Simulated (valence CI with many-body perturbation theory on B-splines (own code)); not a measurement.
# E1 line list for Ce⁵¹⁺

Level of theory: relativistic CI+MBPT: five valence electrons over a frozen Dirac-Fock core [He], radial functions for each j: 11 s, 11 p, 10 d, 8 f, 5 g, 2 h, with the one-electron correlation potential Σ1, the two-electron term Σ2, the three-electron term Σ3, Breit, model QED; selected CI, second order for the rest, scaled by the run's own slope (own B-spline code, finite nucleus).

The last digits are not significant, and no measured levels were compared; by estimate large intervals hold to a few tenths of a per cent, small ones and those within an open d or f shell to about a per cent. Among the levels kept, up to 7000 cm⁻¹ of a level comes from second order outside the variational space, and about a tenth of that is noise between levels of different J, which matters for small intervals.

Lines 151 to 200 of 600 in falling wavelength, among levels below 56706 × 10³ cm⁻¹, chosen from the strongest by gf and those to the six lowest levels. Wavelengths and rates use the calculated energies. Electric multipoles are in the length gauge, E1 and E2 with the static RPA response of the core. Weak lines are less certain than strong ones. Lines between different terms over intervals too small for the method are left out, as are lines whose strength nearly cancels. The highest levels of a list are the least certain.

Levels are named by their leading jj configuration (3d3/2^4 stands for four electrons in 3d with j = 3/2), which in mixed levels can hold well under half, so a name can repeat and another be missing. Letters in brackets count levels of one name in rising energy.

```
λ vac (Å)                               Upper                               Lower   A (s⁻¹)  S (a.u.) with core polarisation  S without
    55.56  (2s^2 2p1/2 2p3/2 3p3/2) J=5/2 [a]     (2s^2 2p1/2 2p3/2 3s) J=3/2 [a]  1.60e+11                         8.14e-02   8.15e-02
    55.51  (2s 2p1/2 2p3/2^2 3d3/2) J=7/2 [b]      (2s 2p1/2 2p3/2^2 3p1/2) J=7/2  7.22e+10                         4.88e-02   4.88e-02
    55.34  (2s^2 2p1/2 2p3/2 3p3/2) J=3/2 [b]     (2s^2 2p1/2 2p3/2 3s) J=3/2 [b]  7.49e+10                         2.51e-02   2.51e-02
    54.78      (2s 2p1/2^2 2p3/2 3p3/2) J=7/2         (2s 2p1/2^2 2p3/2 3s) J=5/2  5.36e+10                         3.48e-02   3.47e-02
    54.70  (2s^2 2p1/2 2p3/2 3p3/2) J=5/2 [b]     (2s^2 2p1/2 2p3/2 3s) J=3/2 [b]  1.05e+11                         5.11e-02   5.11e-02
    54.66  (2s 2p1/2 2p3/2^2 3p3/2) J=3/2 [f]     (2s 2p1/2 2p3/2^2 3s) J=3/2 [c]  5.17e+10                         1.67e-02   1.67e-02
    54.24  (2s^2 2p1/2 2p3/2 3d3/2) J=5/2 [b]      (2s^2 2p1/2 2p3/2 3p1/2) J=5/2  5.33e+10                         2.52e-02   2.52e-02
    54.14          (2s^2 2p3/2^2 3d5/2) J=3/2          (2s^2 2p3/2^2 3p1/2) J=1/2  7.15e+10                         2.24e-02   2.24e-02
    53.55  (2s^2 2p1/2 2p3/2 3p3/2) J=5/2 [b]         (2s^2 2p1/2 2p3/2 3s) J=5/2  1.20e+11                         5.45e-02   5.45e-02
    53.43  (2s 2p1/2 2p3/2^2 3p3/2) J=5/2 [b]          (2s^2 2p3/2^2 3p3/2) J=5/2  6.12e+10                         2.77e-02   2.77e-02
    53.32          (2p1/2^2 2p3/2^2 3s) J=5/2     (2s 2p1/2 2p3/2^2 3s) J=5/2 [c]  5.17e+10                         2.32e-02   2.32e-02
    53.06     (2s 2p1/2 2p3/2^2 3s) J=3/2 [d]             (2s^2 2p3/2^2 3s) J=1/2  1.21e+11                         3.57e-02   3.57e-02
    52.93      (2s^2 2p3/2^2 3p3/2) J=3/2 [a]             (2s^2 2p3/2^2 3s) J=3/2  1.24e+11                         3.63e-02   3.63e-02
    52.67  (2s^2 2p1/2 2p3/2 3p3/2) J=1/2 [b]     (2s^2 2p1/2 2p3/2 3s) J=3/2 [b]  1.09e+11                         1.57e-02   1.57e-02
    52.53  (2s 2p1/2 2p3/2^2 3p3/2) J=3/2 [e]      (2s^2 2p3/2^2 3p3/2) J=3/2 [b]  5.88e+10                         1.68e-02   1.68e-02
    52.31  (2s 2p1/2 2p3/2^2 3p3/2) J=3/2 [f]     (2s 2p1/2 2p3/2^2 3s) J=1/2 [b]  5.29e+10                         1.49e-02   1.50e-02
    51.91  (2s^2 2p1/2 2p3/2 3p3/2) J=3/2 [b]         (2s^2 2p1/2 2p3/2 3s) J=1/2  5.97e+10                         1.65e-02   1.65e-02
    51.81  (2s 2p1/2 2p3/2^2 3p3/2) J=1/2 [d]     (2s 2p1/2 2p3/2^2 3s) J=3/2 [b]  9.22e+10                         1.27e-02   1.27e-02
    51.45          (2s 2p1/2^2 2p3/2^2) J=5/2          (2s^2 2p1/2 2p3/2^2) J=3/2  1.94e+10                         7.84e-03   7.85e-03
    51.44  (2s 2p1/2 2p3/2^2 3p3/2) J=1/2 [d]     (2s 2p1/2 2p3/2^2 3s) J=1/2 [b]  1.12e+11                         1.50e-02   1.50e-02
    51.37       (2p1/2^2 2p3/2^2 3p1/2) J=5/2  (2s 2p1/2 2p3/2^2 3p1/2) J=5/2 [d]  6.60e+10                         2.65e-02   2.65e-02
    51.34          (2p1/2^2 2p3/2^2 3s) J=5/2     (2s 2p1/2 2p3/2^2 3s) J=3/2 [b]  7.44e+10                         2.98e-02   2.98e-02
    50.55          (2p1/2^2 2p3/2^2 3s) J=3/2     (2s 2p1/2 2p3/2^2 3s) J=3/2 [c]  1.37e+11                         3.49e-02   3.49e-02
    50.22  (2s 2p1/2^2 2p3/2 3p3/2) J=5/2 [a]         (2s 2p1/2^2 2p3/2 3s) J=5/2  8.57e+10                         3.21e-02   3.21e-02
    47.55          (2s 2p1/2^2 2p3/2^2) J=1/2          (2s^2 2p1/2 2p3/2^2) J=1/2  4.01e+10                         4.25e-03   4.26e-03
    46.61         (2s 2p1/2^2 2p3/2 3s) J=1/2     (2s^2 2p1/2 2p3/2 3s) J=3/2 [b]  1.59e+11                         1.59e-02   1.59e-02
    46.12          (2p1/2^2 2p3/2^2 3s) J=1/2     (2s 2p1/2 2p3/2^2 3s) J=1/2 [c]  1.12e+11                         1.08e-02   1.08e-02
    46.07     (2s 2p1/2 2p3/2^2 3s) J=3/2 [c]             (2s^2 2p3/2^2 3s) J=3/2  8.72e+10                         1.68e-02   1.68e-02
    46.00  (2s 2p1/2 2p3/2^2 3p3/2) J=5/2 [e]     (2s 2p1/2 2p3/2^2 3s) J=5/2 [b]  3.89e+10                         1.12e-02   1.12e-02
    41.80       (2p1/2^2 2p3/2^2 3p3/2) J=5/2  (2s 2p1/2 2p3/2^2 3p3/2) J=7/2 [b]  6.98e+10                         1.51e-02   1.51e-02
    41.69          (2s 2p1/2^2 2p3/2^2) J=3/2          (2s^2 2p1/2 2p3/2^2) J=5/2  4.35e+10                         6.22e-03   6.24e-03
    41.68       (2p1/2^2 2p3/2^2 3p3/2) J=7/2      (2s 2p1/2 2p3/2^2 3p3/2) J=9/2  7.49e+10                         2.14e-02   2.15e-02
    41.28          (2p1/2^2 2p3/2^2 3s) J=3/2     (2s 2p1/2 2p3/2^2 3s) J=5/2 [b]  9.98e+10                         1.39e-02   1.39e-02
    38.94          (2s 2p1/2^2 2p3/2^2) J=3/2          (2s^2 2p1/2 2p3/2^2) J=3/2  1.58e+10                         1.84e-03   1.85e-03
    38.90             (2p1/2^2 2p3/2^3) J=3/2            (2s 2p1/2 2p3/2^3) J=5/2  1.10e+11                         1.28e-02   1.28e-02
    19.17  (2s 2p1/2 2p3/2^2 3d5/2) J=9/2 [a]  (2s^2 2p1/2 2p3/2 3d5/2) J=7/2 [a]  2.24e+11                         7.78e-03   7.80e-03
    19.06  (2s 2p1/2 2p3/2^2 3d5/2) J=9/2 [b]  (2s^2 2p1/2 2p3/2 3d5/2) J=7/2 [b]  1.38e+11                         4.73e-03   4.74e-03
    19.06     (2s 2p1/2 2p3/2^2 3s) J=5/2 [a]     (2s^2 2p1/2 2p3/2 3s) J=3/2 [a]  3.32e+11                         6.81e-03   6.82e-03
    19.02  (2s 2p1/2 2p3/2^2 3p3/2) J=7/2 [b]  (2s^2 2p1/2 2p3/2 3p3/2) J=5/2 [b]  2.46e+11                         6.69e-03   6.70e-03
    18.84  (2s 2p1/2 2p3/2^2 3p1/2) J=5/2 [a]  (2s^2 2p1/2 2p3/2 3p1/2) J=3/2 [a]  3.01e+11                         5.96e-03   5.98e-03
    18.72         (2s 2p1/2 2p3/2^2 3s) J=7/2         (2s^2 2p1/2 2p3/2 3s) J=5/2  2.22e+11                         5.75e-03   5.76e-03
    18.57     (2s 2p1/2 2p3/2^2 3d5/2) J=11/2      (2s^2 2p1/2 2p3/2 3d5/2) J=9/2  2.50e+11                         9.48e-03   9.50e-03
    18.44      (2s 2p1/2 2p3/2^2 3p3/2) J=9/2      (2s^2 2p1/2 2p3/2 3p3/2) J=7/2  2.60e+11                         8.06e-03   8.07e-03
    18.41      (2s 2p1/2 2p3/2^2 3p1/2) J=7/2      (2s^2 2p1/2 2p3/2 3p1/2) J=5/2  2.70e+11                         6.64e-03   6.66e-03
    18.36      (2s 2p1/2 2p3/2^2 3d3/2) J=9/2      (2s^2 2p1/2 2p3/2 3d3/2) J=7/2  2.19e+11                         6.69e-03   6.71e-03
    17.98          (2s 2p1/2^2 2p3/2^2) J=5/2          (2s^2 2p1/2^2 2p3/2) J=3/2  3.27e+11                         5.63e-03   5.64e-03
    17.92       (2p1/2^2 2p3/2^2 3p3/2) J=5/2  (2s 2p1/2^2 2p3/2 3p3/2) J=3/2 [b]  5.03e+11                         8.58e-03   8.60e-03
    17.81  (2s 2p1/2 2p3/2^2 3d3/2) J=5/2 [e]  (2s 2p1/2^2 2p3/2 3p1/2) J=3/2 [b]  2.49e+11                         4.16e-03   4.17e-03
    17.71               (2s 2p3/2^3 3s) J=5/2             (2s^2 2p3/2^2 3s) J=5/2  9.56e+11                         1.57e-02   1.58e-02
    17.66       (2p1/2^2 2p3/2^2 3p3/2) J=7/2  (2s 2p1/2^2 2p3/2 3p3/2) J=5/2 [b]  7.35e+11                         1.60e-02   1.60e-02
```
